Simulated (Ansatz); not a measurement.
A nudged elastic band was laid between two geometries of AlFH₅NSi (9 atoms, charge 0, multiplicity 1).

Computed with Ansatz, RKS BLYP/def2-SVP.

```yaml
movable_images: 3
climbing_image: no
spring: 5.0 eV/Å²
optimiser: quadratic models (default)
start_path: IDPP
force_threshold: 0.05 eV/Å
iteration_limit: 60
end_points: relaxed
```

Initial state:

```xyz
9
Properties=species:S:1:pos:R:3
N 0.619 1.808 -0.727
Al 0.768 0.052 -0.465
F 2.129 -0.692 -1.129
Si -0.885 -1.266 0.778
H -0.150 2.390 -0.382
H 1.289 2.386 -1.243
H -1.535 -2.304 -0.098
H -0.257 -1.988 1.940
H -1.977 -0.386 1.326
```

Final state:

```xyz
9
Properties=species:S:1:pos:R:3
N 1.700 1.107 0.255
Al 0.487 0.234 -0.716
F 0.740 0.213 -2.384
Si -1.457 -0.897 0.259
H 1.683 1.208 1.273
H 2.522 1.584 -0.128
H -1.429 -2.377 -0.011
H -1.498 -0.709 1.753
H -2.748 -0.364 -0.302
```

(1) Which bonds break or form, and what moves?

(2) Give the energies along the band, and the barrier.

(3) What is the geometry of the highest image?

Answers

(1) No bond is made or broken. The dihedral N1–Al2–Si4–H7 goes from 117 to -118°. The two ends are copies of one structure, up to a mirror image or an exchange of like atoms.

(2) The run converged. The highest image is number 2 of 0 to 4, 0.010 eV above the ends, which have the same energy within 2 meV. No image climbed, so the highest image needn't sit at the top of the path. So few images can step over the top or miss a turn of the path.

```json
{"image": "0", "path coordinate (Å)": "0.00", "energy (eV)": "0.000", "dihedral N1–Al2–Si4–H7 (°)": "117"}
{"image": "1", "path coordinate (Å)": "1.02", "energy (eV)": "0.005", "dihedral N1–Al2–Si4–H7 (°)": "149"}
{"image": "2", "path coordinate (Å)": "2.05", "energy (eV)": "0.010", "dihedral N1–Al2–Si4–H7 (°)": "180"}
{"image": "3", "path coordinate (Å)": "3.07", "energy (eV)": "0.005", "dihedral N1–Al2–Si4–H7 (°)": "-150"}
{"image": "4", "path coordinate (Å)": "4.10", "energy (eV)": "0.000", "dihedral N1–Al2–Si4–H7 (°)": "-118"}
```

(3) 
```xyz
9
Properties=species:S:1:pos:R:3
N 1.229 1.638 -0.070
Al 0.600 0.079 -0.663
F 1.316 -0.530 -2.065
Si -1.202 -1.168 0.446
H 0.894 2.128 0.764
H 1.978 2.179 -0.512
H -1.523 -2.440 -0.285
H -0.828 -1.532 1.858
H -2.464 -0.353 0.526
```

Run time: 77 s on 1 thread of Arm Neoverse N1, with other jobs on the host, peak memory 0.12 GiB.
